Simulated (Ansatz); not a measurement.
Correlation energies of CH3F3Si, SMILES `FC(F)(F)[SiH3]` by basis set

```xyz
8

F     1.5973   -0.0014    1.0484
C     0.9355    0.0048   -0.1226
F     1.3573   -1.0685   -0.8151
F     1.3481    1.0923   -0.7984
Si   -0.9817   -0.0051    0.1290
H    -1.3319    1.2099    0.8984
H    -1.6022    0.0053   -1.2147
H    -1.3224   -1.2372    0.8750
```

The species carries charge 0 and has multiplicity 1. The structure was optimised at the PBE0-D4/def2-TZVP level. Frozen core, restricted reference, the Gaussian-basis code of Ansatz. CBS rows extrapolate triple and quadruple zeta; past MP2 they add the triple-zeta difference.

```csv
basis,HF (Eh),MP2 corr.
def2-SVP,-626.49371,-0.78081
def2-TZVPP,-627.01909,-1.02839
def2-QZVPP,-627.04279,-1.12156
```

Q: Estimate the CCSD correlation energy and the (T) correction in each basis where they were run (hartree).

A: 
```json
{"basis": "def2-SVP", "CCSD corr.": "-0.81471", "(T)": "-0.01642"}
{"basis": "def2-TZVPP", "CCSD corr.": "-1.05452", "(T)": "-0.03334"}
{"basis": "CBS(def2)", "CCSD corr.": "-1.21670", "(T)": "as TZ"}
```
